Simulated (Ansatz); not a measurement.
`[SiH3]O[Si](Cl)(Cl)Cl`, relaxed with RKS PBE-D4/def2-SVP in Ansatz 0.2.0 from a rough embedded geometry. The force threshold is 0.03 eV/Å; the program also tests the step.

Total charge 0; spin multiplicity 1.

Start:

```xyz
9

Si   -1.583   -0.417   -0.238
O    -0.073   -0.392    0.486
Si    1.433    0.273    0.293
Cl    2.235   -0.287   -1.370
Cl    2.615   -0.386    1.836
Cl    1.310    2.311    0.405
H    -2.484   -1.257    0.496
H    -1.367   -0.884   -1.610
H    -2.086    1.039   -0.298
```

```json
{"step": "1", "energy (eV)": "-55381.1938", "largest force (eV/Å)": "2.955", "largest move (Å)": "0.000"}
{"step": "2", "energy (eV)": "-55381.4591", "largest force (eV/Å)": "0.441", "largest move (Å)": "0.099"}
{"step": "3 (rejected)", "energy (eV)": "-55381.4376", "largest force (eV/Å)": "1.166", "largest move (Å)": "0.065"}
{"step": "4", "energy (eV)": "-55381.4758", "largest force (eV/Å)": "0.017", "largest move (Å)": "0.032"}
```

End:

```xyz
9

Si   -1.571   -0.378   -0.265
O    -0.062   -0.378    0.501
Si    1.435    0.273    0.345
Cl    2.269   -0.290   -1.451
Cl    2.602   -0.401    1.889
Cl    1.324    2.327    0.405
H    -2.465   -1.270    0.540
H    -1.419   -0.905   -1.664
H    -2.114    1.022   -0.299
```

Run time 11 s (2 threads of an AMD EPYC 7R13 on a shared host); peak host memory 0.23 GiB.
